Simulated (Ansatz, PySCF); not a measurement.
tert-butylarsine (C4H11As), SMILES CC(C)(C)[AsH2]. Atoms are numbered in the order given.

```xyz
16

C     -1.3647    -1.4393     0.0000
C     -0.8360    -0.0098     0.0000
C     -1.3022     0.7298    -1.2527
C     -1.3022     0.7298     1.2527
As     1.1707     0.0467     0.0000
H     -2.4699    -1.4360     0.0000
H     -1.0326    -1.9957     0.8898
H     -1.0326    -1.9957    -0.8898
H     -0.9256     1.7644    -1.2815
H     -2.4048     0.7753    -1.2774
H     -0.9716     0.2219    -2.1727
H     -0.9256     1.7644     1.2815
H     -0.9716     0.2219     2.1727
H     -2.4048     0.7753     1.2774
H      1.3450    -0.9990     1.0997
H      1.3450    -0.9990    -1.0997
```
Charge 0, spin multiplicity 1.

The structure is a stationary point at PBE0-D3(BJ)/def2-SVP.

Two levels are set side by side: PBE-D3(BJ)/def2-SVP (Ansatz, a quantum-chemistry and plane-wave program) and PBE0-D3(BJ)/def2-SVP (Ansatz). Each level has its own optimised geometry; the coordinates shown are those of the second. Frequencies come from the Hessian of PySCF at each geometry. Differences are taken from unrounded values.

```csv
quantity,PBE0-D3(BJ)
mean bond length (Å),1.304
bond C1–C2 (Å),1.524
bond C2–C3 (Å),1.528
bond C2–C4 (Å),1.528
bond C2–As5 (Å),2.008
bond C1–H6 (Å),1.105
bond C1–H7 (Å),1.101
bond C1–H8 (Å),1.101
bond C3–H9 (Å),1.101
bond C3–H10 (Å),1.104
bond C3–H11 (Å),1.102
bond C4–H12 (Å),1.101
bond C4–H13 (Å),1.102
bond C4–H14 (Å),1.104
bond As5–H15 (Å),1.528
bond As5–H16 (Å),1.528
highest harmonic wavenumber (cm⁻¹),3152
mean harmonic wavenumber (cm⁻¹),1435
zero-point energy (kcal/mol),86.18
```

Q: What does PBE-D3(BJ) give, and how far is it from PBE0-D3(BJ)? (An estimate is asked for; the answer gives what the named calculation found.)

A: 
| quantity | PBE-D3(BJ) | PBE-D3(BJ) minus PBE0-D3(BJ) |
|---|---|---|
| mean bond length (Å) | 1.315 | 0.010 |
| bond C1–C2 (Å) | 1.532 | 0.008 |
| bond C2–C3 (Å) | 1.536 | 0.008 |
| bond C2–C4 (Å) | 1.536 | 0.008 |
| bond C2–As5 (Å) | 2.034 | 0.026 |
| bond C1–H6 (Å) | 1.114 | 0.009 |
| bond C1–H7 (Å) | 1.109 | 0.008 |
| bond C1–H8 (Å) | 1.109 | 0.008 |
| bond C3–H9 (Å) | 1.109 | 0.008 |
| bond C3–H10 (Å) | 1.112 | 0.008 |
| bond C3–H11 (Å) | 1.110 | 0.008 |
| bond C4–H12 (Å) | 1.109 | 0.008 |
| bond C4–H13 (Å) | 1.110 | 0.008 |
| bond C4–H14 (Å) | 1.112 | 0.008 |
| bond As5–H15 (Å) | 1.543 | 0.016 |
| bond As5–H16 (Å) | 1.543 | 0.016 |
| highest harmonic wavenumber (cm⁻¹) | 3063 | -89 |
| mean harmonic wavenumber (cm⁻¹) | 1389 | -47 |
| zero-point energy (kcal/mol) | 83.37 | -2.81 |

Exact exchange shortens and stiffens bonds; PBE has none. Differences between two approximate levels are no errors against the true value.
